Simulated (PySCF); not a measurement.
**Spinor energies of Al⁹⁺ (aluminium, charge +9)**

Start: [He] 2s2. Calculated with PySCF 2.14 in an uncontracted even-tempered set (18 s from 0.24 bohr⁻², ratio 2.6; 11 p from 0.32 bohr⁻², ratio 2.6; 8 d from 0.32 bohr⁻², ratio 2.8; 4 f from 8.1 bohr⁻², ratio 2.8): generalised Hartree-Fock with the X2C-1e Hamiltonian and a Gaussian nucleus; spin-orbit coupling (SO) screened by Boettger's factors.

| spinor shell | electrons | ε, screened SO (eV) | weight of nominal j (screened SO) | rms radius, screened SO (bohr) |
| --- | --- | --- | --- | --- |
| 1s1/2 | 2 | -1962.0 | 1.000 | 0.137 |
| 2s1/2 | 2 | -394.63 | 1.000 | 0.566 |

| quantity | screened SO |
| --- | --- |
| E (hartree) | -192.05900 |
| M_J | 0 |
| ⟨J²⟩ | 0.000 |
| ⟨L²⟩ | 0.000 |
| ⟨S²⟩ | 0.000 |
